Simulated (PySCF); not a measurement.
Vertical excitations of a molecule C3H9NSi from TDA-PBE/def2-SVPD (PySCF), as energy in eV (oscillator strength): 4.97 (0.008), 5.33 (0.001), 5.55 (0.021), 5.75 (0.035), 5.94 (0.009), 6.05 (0.030), 6.40 (0.021), 6.90 (0.007), 7.10 (0.020), 7.18 (0.019). Lowest triplet (TDA): 4.79 eV. Geometry optimised at PBE0-D3(BJ)/def2-SVP. The values are those of a single conformer.

### Question
Pick the molecule that these values belong to.
A) C=C[SiH2]NC
B) NC1([SiH3])CC1
C) C1CN[SiH2]C1
D) [SiH3][C@H]1CCN1

### Answer
D, [SiH3][C@H]1CCN1
